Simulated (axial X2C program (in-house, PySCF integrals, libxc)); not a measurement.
TaN⁺ at several levels of theory

Calculated with an in-house relativistic program for diatomic molecules. Spin-free means the one-electron spin-free X2C Hamiltonian; two-component (2c) means X2C with spin–orbit coupling and atomic mean-field two-electron Coulomb and Gaunt terms, so the difference of the two also holds small scalar two-electron terms. Basis: Ta dyall-cv3z [13s14p9d7f4g], N dyall-av3z [7s7p3d2f] (cores contracted in-house); Gaussian nuclei, density fitting, unrestricted open shells. Masses: Ta 180.948 u, N 14.003 u.

State, spin-free: M_S = 1/2, Λ = 0 (beyond evenly filled blocks: σα); electrons by block: σα: 16, σβ: 15, π+α: 8, π+β: 8, π-α: 8, π-β: 8, δ+α: 3, δ+β: 3, δ-α: 3, δ-β: 3, φ+α: 1, φ+β: 1, φ-α: 1, φ-β: 1. Fragments: Ta+ + N.

State, 2c: Ω = 1/2 (⟨Sz⟩ = 0.50, ⟨Lz⟩ = 0.00 at PBE0); electrons by block: 1/2: 24, -1/2: 23, 3/2: 11, -3/2: 11, 5/2: 4, -5/2: 4, 7/2: 1, -7/2: 1. Fragments: Ta+ + N.

```csv
Hamiltonian,level,Re (Å),ωe (cm⁻¹),αe (cm⁻¹),De (eV),D0 (eV),μ (D)
spin-free,PBE0,1.640,1166.9,0.002,5.35,5.28,-3.84
spin-free,CCSD,1.642,1203.0,n/a,4.71,4.64,n/a
spin-free,B97-3,1.639,1178.5,0.00206,5.74,5.67,-3.86
2c,PBE0,1.639,1162.8,0.00204,n/a,n/a,-3.81
```

Correlated methods: 9 electrons correlated (number of frozen shells: Ta 5 s, 4 p, 2 d, 1 f; N 1 s), 317 virtual spin orbitals or spinors in MP2, 90 natural virtuals in coupled cluster.

Dipoles are positive if N is the positive end and refer to the centre of mass.

The state is one determinant whose occupation by symmetry is held fixed; it was picked as the lowest of a PBE0 search that is not exhaustive. Dissociation energies refer to the lowest single-determinant-based atoms at the same level and basis. De is not given where an atomic determinant may have missed its ground term or J level, or where the truncated virtual space spoils (T). Density functionals use the spin component along the axis (collinear). CCSD ran in a truncated set of natural virtual spinors with an MP2 remainder; without triples it tends to underbind. Other states lie close and PBE0, whose exact exchange favours high spin, may order them wrongly; the determinant shown need not be the ground state. The nearest other spin-free determinant of the search, M_S = 1/2, Λ = 2, lies 0.28 eV up at the distance of the search. Without a current term, density functionals place determinants with orbital angular momentum somewhat too high. The outer-core s and p shells of the metal are frozen in the correlated rows, which leaves out core–valence correlation; for alkali and alkaline-earth bonds that tends to lengthen them. The determinant is spin-polarised beyond a pure state at some levels (its spin-free form has ⟨S²⟩ too high), which makes Re and μ there less reliable. The T1 diagnostic is large, a sign of multireference character. With the outer-core shells frozen, correlated bond lengths of heavy atoms tend to come out a few hundredths of an ångström too long.

No reliable constants came from B97-3 (2c), CCSD (2c), CCSD(T) (2c), CCSD(T) (spin-free), HF (2c), HF (spin-free), MP2 (2c), MP2 (spin-free): no minimum in range, unconverged points, a curve that is not smooth, a change of character along it, or the two Hamiltonians disagreeing along it.

Rough cost a point (2c) on 1 thread(s) of a shared host, integrals apart: PBE0 1.8 s.

The whole task took 5.7 min on 1 thread of Arm Neoverse V1, with other jobs on the host.
